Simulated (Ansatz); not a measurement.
Zr(F)4 cation (F4Zr), SMILES [F][Zr]([F])([F])[F] (connectivity only; charge and spin as stated), charge +1, multiplicity 2.

Coordinates come from a B3LYP-D3(BJ)/def2-SVP optimisation. The multiplicity is an assumed one; other spin states were not compared. The isomer is the one that the SMILES or the coordinates give; other isomers of the formula were not compared. The def2 effective core potentials stand for the cores of Zr; spin–orbit coupling is left out.

Two levels are set side by side: PBE/def2-SVPD (Ansatz, an electronic-structure program) and PBE0/def2-SVPD (Ansatz). Energy differences of separate SCF runs at the same geometry; the states with an electron removed or added have multiplicity 3 and 1. Differences are taken from unrounded values.

| quantity | PBE0 |
|---|---|
| vertical ionisation energy (eV) | 21.00 |
| vertical electron affinity (eV) | 11.48 |

**Question.** What does PBE give, and how far is it from PBE0? (An estimate is asked for; the answer gives what the named calculation found.)

**Answer.** 
```csv
quantity,PBE,PBE minus PBE0
vertical ionisation energy (eV),20.11,-0.90
vertical electron affinity (eV),11.23,-0.25
```
